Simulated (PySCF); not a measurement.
C₆H₃NO₂S, SMILES N#Cc1ccc(C(=O)O)s1, singlet (GFN2-xTB optimised geometry):

```
13

N     -2.234    -3.697     0.002
C     -1.557    -2.771     0.001
C     -0.723    -1.649     0.000
C      0.655    -1.649     0.000
C      1.185    -0.356     0.000
C      0.212     0.616     0.000
C      0.427     2.061     0.001
O      1.508     2.591     0.005
O     -0.728     2.743    -0.003
S     -1.380    -0.047     0.002
H      1.241    -2.550     0.000
H      2.234    -0.122     0.000
H     -0.556     3.697     0.000
```

Method: PBE/def2-TZVP run with PySCF 2.14.0.

Task: What are the frontier orbital energies and the dipole moment?

Result: HOMO-2 -7.33 eV, HOMO-1 -7.06 eV, HOMO -6.79 eV, LUMO -3.43 eV, LUMO+1 -1.53 eV; dipole moment 2.81 D.

Meta-Löwdin charges at PBE/def2-TZVP: N1 -0.19, C2 0.10, C3 -0.15, C4 -0.12, C5 -0.11, C6 -0.17, C7 0.47, O8 -0.43, O9 -0.44, S10 0.38, H11 0.15, H12 0.16, H13 0.36.
